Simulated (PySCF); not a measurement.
Energy of Ta⁺ (tantalum, charge +1) between two integer charges

The 6s alpha orbital of [Xe] 4f14 5d3 6s1 is emptied in steps (occupation f), with all orbitals relaxed, ending at [Xe] 4f14 5d3. Calculation: PySCF 2.14, in aug-cc-pVTZ-PP with ECP60MDF (6s6p5d3f2g, 88 functions); a scalar-relativistic core potential. The exact energy is a straight line in f; departures are measured from the line between the end points of the same method.

```tsv
f	UHF (eV)
1	0.000
0.8	0.039
0.6	0.058
0.4	0.056
0.2	0.037
0	0.000
```

Question: For UHF, how does the orbital energy at f = 1 compare with the removal energy?

Answer: −ε = 14.444 eV against a total-energy difference of 14.193 eV. By Janak's theorem ε = ∂E/∂f, so the gap between them reflects the curvature. Along the path −ε is 14.335 (f = 0.8), 14.234 (f = 0.6), 14.139 (f = 0.4), 14.051 (f = 0.2) eV.

Reference removal energy between the ground levels: 16.2 ± 0.5 eV (semi-empirical (NIST evaluation); NIST Atomic Spectra Database, ionization energies). The calculation has no spin-orbit coupling. UHF lacks correlation.
